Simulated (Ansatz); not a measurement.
Species: InH3, net charge 0, singlet state. 
Structure (B3LYP-D3(BJ)/def2-TZVP (Ansatz, a first-principles code) minimum search):
```xyz
4

In     0.0000     0.0000     0.0000
H     -0.2365     1.7142    -0.0251
H     -1.3663    -1.0616     0.0370
H      1.6028    -0.6526    -0.0119
```

Quantity: atomisation energy (electronic, to ground-state atoms), in eV. Correlated levels leave the core frozen unless marked. Open shells are spin-unrestricted. No spin-orbit coupling. The frozen core is the preceding noble-gas configuration, with the filled d and f shells of earlier blocks. Past Kr the def2 sets carry scalar-relativistic core potentials. STO-3G rows are all-electron and non-relativistic. The coupled-cluster limit lacks core correlation, which all-electron functionals hold. CBS marks a two-point X^-3 extrapolation of the correlation energy; Hartree-Fock from the larger set. The bracket is a focal-point correction in the basis named.

| level | program | atomisation energy (eV) |
|---|---|---|
| BLYP-D3(BJ)/def2-TZVPD | Ansatz + dftd3 | 7.29 |
| revPBE-D4/def2-TZVPD | Ansatz + dftd4 | 7.16 |
| r2SCAN/def2-TZVPD | Ansatz | 7.51 |
| PBE0/STO-3G | Ansatz | 13.27 |
| CCSD(T)/def2-SVP | Ansatz | 6.97 |
| CCSD(T)/def2-QZVPP | Ansatz | 7.52 |
| RI-MP2/CBS(def2-TZVPP,def2-QZVPP)+[CCSD(T)-MP2]/def2-SVP | Ansatz | 7.57 |
| RI-MP2/CBS(def2-TZVPPD,def2-QZVPPD)+[CCSD(T)-MP2]/def2-TZVPPD | Ansatz | 7.60 |
| RI-MP2/CBS(def2-TZVPP,def2-QZVPP)+[CCSD(T)-MP2]/def2-QZVPP | Ansatz | 7.58 |
| CCSD(T)/CBS(def2-TZVPPD,def2-QZVPPD) | Ansatz | 7.57 |
